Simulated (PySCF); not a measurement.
HS, charge -1, singlet, geometry from GFN2-xTB. Base run: CCSD(T)/pcseg-1 (PySCF).

Input for PySCF:
```python
from pyscf import gto, scf, cc

mol = gto.Mole()
mol.atom = '''
    S    -0.000000   -0.000000   -0.078636
    H     0.000000    0.000000    1.258176
'''
mol.basis = 'pcseg-1'
mol.charge = -1
mol.spin = 0
mol.verbose = 4
mol.build()

mf = scf.RHF(mol)
mf.kernel()

mycc = cc.CCSD(mf)
mycc.kernel()
et = mycc.ccsd_t()
print('E(CCSD(T)) = %.10f' % (mycc.e_tot + et))
mf.analyze()
```

The base run was repeated with changes; each row names its change, and settings that it needs were set with it.

```json
[
 {"change": "base", "ΔE vs base (mEh)": "0.000", "MP2 correlation (Eh)": "-0.13769", "CC correlation without the perturbative part (Eh)": "-0.15399", "basis functions": "23"},
 {"change": "frozen = 4", "ΔE vs base (mEh)": "4.301", "MP2 correlation (Eh)": "-0.13290", "CC correlation without the perturbative part (Eh)": "-0.14984", "basis functions": "23"},
 {"change": "cc.conv_tol = 1e-9", "ΔE vs base (mEh)": "0.000", "MP2 correlation (Eh)": "-0.13769", "CC correlation without the perturbative part (Eh)": "-0.15399", "basis functions": "23"},
 {"change": "method = cisd", "ΔE vs base (mEh)": "9.931", "MP2 correlation (Eh)": "-", "CC correlation without the perturbative part (Eh)": "-", "basis functions": "23"},
 {"change": "cart = on", "ΔE vs base (mEh)": "-6.924", "MP2 correlation (Eh)": "-0.14238", "CC correlation without the perturbative part (Eh)": "-0.15857", "basis functions": "24"},
 {"change": "method = ccsd", "ΔE vs base (mEh)": "3.088", "MP2 correlation (Eh)": "-0.13769", "CC correlation without the perturbative part (Eh)": "-0.15399", "basis functions": "23"},
 {"change": "frozen = 6", "ΔE vs base (mEh)": "52.902", "MP2 correlation (Eh)": "-0.09213", "CC correlation without the perturbative part (Eh)": "-0.10221", "basis functions": "23"},
 {"change": "cc.diis_space = 3", "ΔE vs base (mEh)": "0.000", "MP2 correlation (Eh)": "-0.13769", "CC correlation without the perturbative part (Eh)": "-0.15399", "basis functions": "23"},
 {"change": "method = mp2", "ΔE vs base (mEh)": "19.391", "MP2 correlation (Eh)": "-0.13769", "CC correlation without the perturbative part (Eh)": "-", "basis functions": "23"},
 {"change": "cc.direct = True", "ΔE vs base (mEh)": "0.000", "MP2 correlation (Eh)": "-0.13769", "CC correlation without the perturbative part (Eh)": "-0.15399", "basis functions": "23"}
]
```
